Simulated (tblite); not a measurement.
C4H8Br2OSi.
SMILES with atom numbers: `[CH3:1][CH2:2]/[C:3]([Br:4])=[CH:5]\[O:6][SiH2:7][Br:8]` (hydrogens: H9, H10, H11 on C1; H12, H13 on C2; H14 on C5; H15, H16 on Si7)

Computed with GFN2-xTB (tblite), gas phase: L-BFGS steps from a force-field or distance-geometry start until the largest atomic force falls under 0.01 eV/Å.

Step 17: E = -726.4368 eV
```
atom  x, y, z in Å  |  force x, y, z in eV/Å
C1     -2.3089   -0.4621    0.4954    0.061  -0.006  -0.042
C2     -1.4787   -0.6701   -0.7769   -0.036   0.020   0.025
C3     -0.6471    0.5346   -1.0781    0.054  -0.046   0.033
Br4    -1.5548    2.0070   -1.8556   -0.139   0.071  -0.029
C5      0.6454    0.7160   -0.8353    0.042  -0.034   0.008
O6      1.4344   -0.2442   -0.3018    0.015   0.007   0.030
Si7     3.0002   -0.1220    0.1093    0.058  -0.047  -0.073
Br8     3.2269    1.2003    1.8626   -0.017  -0.012   0.014
H9     -2.9798    0.3880    0.3760    0.030  -0.048   0.009
H10    -2.9013   -1.3511    0.7019    0.000   0.046  -0.027
H11    -1.6584   -0.2761    1.3493   -0.022   0.009  -0.045
H12    -0.8218   -1.5354   -0.6562    0.031   0.058   0.022
H13    -2.1524   -0.8613   -1.6186    0.047   0.000   0.047
H14     1.1482    1.6464   -1.0659   -0.123   0.058  -0.060
H15     3.2690   -1.4877    0.4851    0.014   0.004   0.006
H16     3.7716    0.5267   -0.9445   -0.015  -0.079   0.083
```

Step 18: E = -726.4393 eV
```
atom  x, y, z in Å  |  force x, y, z in eV/Å
C1     -2.3079   -0.4615    0.4935    0.057  -0.006  -0.026
C2     -1.4767   -0.6728   -0.7764   -0.009   0.033   0.010
C3     -0.6470    0.5321   -1.0806    0.013   0.024   0.023
Br4    -1.5672    2.0037   -1.8485   -0.120   0.065  -0.030
C5      0.6449    0.7197   -0.8402    0.013  -0.035   0.014
O6      1.4334   -0.2414   -0.3086    0.046   0.019   0.029
Si7     2.9974   -0.1231    0.1068    0.092  -0.006   0.007
Br8     3.2320    1.2004    1.8650   -0.036  -0.058  -0.044
H9     -2.9767    0.3897    0.3753    0.017  -0.034  -0.011
H10    -2.9021   -1.3479    0.7017   -0.012   0.022  -0.029
H11    -1.6588   -0.2757    1.3471    0.006   0.013  -0.013
H12    -0.8146   -1.5331   -0.6514    0.011   0.031   0.017
H13    -2.1500   -0.8667   -1.6176    0.057  -0.015   0.042
H14     1.1448    1.6531   -1.0668   -0.130   0.037  -0.063
H15     3.2555   -1.4898    0.4828    0.021  -0.017   0.017
H16     3.7853    0.5221   -0.9355   -0.026  -0.071   0.057
```

Step 19: E = -726.4415 eV
```
atom  x, y, z in Å  |  force x, y, z in eV/Å
C1     -2.3061   -0.4610    0.4915    0.031  -0.003   0.001
C2     -1.4746   -0.6748   -0.7757    0.032   0.038  -0.005
C3     -0.6469    0.5303   -1.0823   -0.036   0.088   0.006
Br4    -1.5802    2.0021   -1.8425   -0.079   0.032  -0.015
C5      0.6448    0.7225   -0.8443   -0.021  -0.015   0.012
O6      1.4339   -0.2383   -0.3142    0.062   0.034   0.019
Si7     2.9967   -0.1245    0.1047    0.086   0.013   0.081
Br8     3.2359    1.1994    1.8662   -0.048  -0.084  -0.074
H9     -2.9735    0.3905    0.3744    0.002  -0.010  -0.029
H10    -2.9030   -1.3445    0.7009   -0.018  -0.005  -0.028
H11    -1.6589   -0.2751    1.3450    0.035   0.015   0.020
H12    -0.8080   -1.5306   -0.6468    0.001   0.006   0.012
H13    -2.1468   -0.8718   -1.6161    0.051  -0.028   0.022
H14     1.1389    1.6599   -1.0689   -0.117   0.012  -0.059
H15     3.2431   -1.4921    0.4812    0.032  -0.041   0.027
H16     3.7971    0.5170   -0.9265   -0.012  -0.051   0.010
```

Problem. Estimate the geometry and energy of step 20. (The exact step hangs on the optimiser's Hessian estimate; all steps are aligned on step 19, rigid shifts and turns removed.)

Solution. E = -726.4439 eV, largest force 0.145 eV/Å
```
atom  x, y, z in Å  |  force x, y, z in eV/Å
C1     -2.3037   -0.4605    0.4895   -0.004   0.002   0.032
C2     -1.4718   -0.6762   -0.7749    0.066   0.033  -0.012
C3     -0.6474    0.5299   -1.0840   -0.076   0.123  -0.005
Br4    -1.5956    2.0010   -1.8366   -0.026  -0.007   0.004
C5      0.6442    0.7252   -0.8484   -0.051   0.019   0.005
O6      1.4359   -0.2341   -0.3197    0.059   0.056   0.001
Si7     2.9975   -0.1261    0.1038    0.051   0.008   0.123
Br8     3.2390    1.1967    1.8662   -0.053  -0.085  -0.070
H9     -2.9699    0.3911    0.3728   -0.009   0.015  -0.043
H10    -2.9042   -1.3410    0.6994   -0.015  -0.028  -0.025
H11    -1.6584   -0.2741    1.3431    0.055   0.013   0.047
H12    -0.8010   -1.5277   -0.6416   -0.003  -0.012   0.007
H13    -2.1424   -0.8778   -1.6141    0.039  -0.039  -0.005
H14     1.1303    1.6672   -1.0723   -0.087  -0.009  -0.051
H15     3.2306   -1.4952    0.4800    0.042  -0.063   0.037
H16     3.8093    0.5105   -0.9167    0.013  -0.026  -0.045
```

The energy changes by -0.0024 eV. The first-order estimate −F·Δx gives -0.0032 eV and the mean of the old and new forces, exact on a quadratic surface, -0.0024 eV. The step makes an angle of 72° with the force vector and moves no atom by more than 0.017 Å.

The cost below is that of the whole relaxation. Time: 0.67 s wall. Hardware: one thread of an Arm Neoverse V1, on a shared host.
